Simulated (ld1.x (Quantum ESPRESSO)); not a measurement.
**How hard is this O (Z = 8) PAW potential?**

oxygen, PAW, made with ld1.x (Quantum ESPRESSO) 7.5 (PBEsol, non-relativistic). Core [He], reference 2s2 2p3 (charge +1). Waves: 2s (bound): rcut 0.55, rcutus 0.65 bohr; 2s channel at -2 Ry: rcut 0.55, rcutus 0.65 bohr; 2p (bound): rcut 1.70, rcutus 1.90 bohr; 2p channel at 1.9 Ry: rcut 1.70, rcutus 1.90 bohr; 3d channel at 0.3 Ry: rcut 1.80, rcutus 2.05 bohr. Local part: all-electron potential smoothed inside 1.10 bohr (lloc = -1). Core correction: Bessel-smoothed model core inside 0.65 bohr. Augmentation charge: PSQ, inside the norm-conserving radii.

The pseudo-atom Hamiltonian at the reference potential is diagonalised in spherical Bessel functions j_l(qr) that vanish at 20 bohr, with q² up to the cutoff. All-electron valence levels (Ry): 2s -2.8982, 2p -1.7911.

How do the lowest levels (Ry) of each channel move with the cutoff, and are there ghosts?

```
cutoff (Ry)     s #1     p #1     d #1     f #1    f #2  Σ f·Δε (mRy)
          8  -2.5910  -0.9990  -0.1295  -0.0415  0.0702        2990.8
         18  -2.6225  -1.7870  -0.1300  -0.0415  0.0702         564.0
         35  -2.7600  -1.7910  -0.1300  -0.0415  0.0702         276.7
         55  -2.8628  -1.7911  -0.1300  -0.0415  0.0702          70.9
         90  -2.8965  -1.7911  -0.1300  -0.0415  0.0702           3.6
        140  -2.8978  -1.7911  -0.1300  -0.0415  0.0702           0.8
        400  -2.8982  -1.7911  -0.1300  -0.0415  0.0702           0.0
```

Result: no extra level below or beside the all-electron valence levels (s, p, d, f tested); 10 mRy is reached at 90 Ry and 1 mRy at 110 Ry.
